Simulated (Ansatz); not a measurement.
Ideal-gas functions of H4S4Si (`S[Si](S)(S)S`) at 400 K and 1 bar, from an Ansatz frequency run at PBE0-D4/def2-TZVP.

Molar mass 160.39 g/mol, point group S4 (symmetry number 2), electronic degeneracy 1, moments of inertia 391.334, 391.437, 431.318 u Å². Harmonic wavenumbers (cm⁻¹, unscaled): 85, 126, 173, 173, 186, 233, 234, 236, 273, 381, 548, 552, 552, 705, 759, 768, 768, 2696, 2696, 2696, 2697.

Use S(trans) = R[1.5 ln M + 2.5 ln T − 1.1517]; rotational temperatures θ = 24.2544 K / I; S(rot) = R[ln(√π/σ · √(T³/θAθBθC)) + 1.5]; for each mode x = 1.438777 ν̃/T, S = R[x/(eˣ − 1) − ln(1 − e⁻ˣ)] and H = RT x/(eˣ − 1); 1 cm⁻¹ = 0.0119627 kJ/mol; R = 8.31446 J/(mol·K).

Question: By hand: the entropy, in J/(mol·K).

Answer: Translation 178.3. Rotation: θ = 0.062, 0.062, 0.0562 K, giving 121.3. Vibration, mode by mode: 18.20, 14.97, 12.39, 12.39, 11.81, 10.02, 9.99, 9.92, 8.79, 6.32, 3.90, 3.86, 3.86, 2.50, 2.14, 2.09, 2.09, 0.01, 0.01, 0.01, 0.01, in all 135.3. Electronic 0.0. Sum 434.9 J/(mol·K).

Question: By hand: H − E and G − E in kJ/mol, counted from the electronic energy.

Answer: Zero-point energy ½ × 17537 × 0.0119627 = 104.9; thermal vibration 28.2; translation, rotation and pV give 4 RT = 13.3. H − E = 146.4 kJ/mol, and G − E = 146.4 − 400 × 434.9/1000 = -27.6 kJ/mol.

Vibration gives 31 % of the entropy, 33.2 J/(mol·K) of it from the modes under 150 cm⁻¹: soft modes count most, and the harmonic formula is weakest for them. The sum counts one conformer and one mirror image; others add a mixing term.
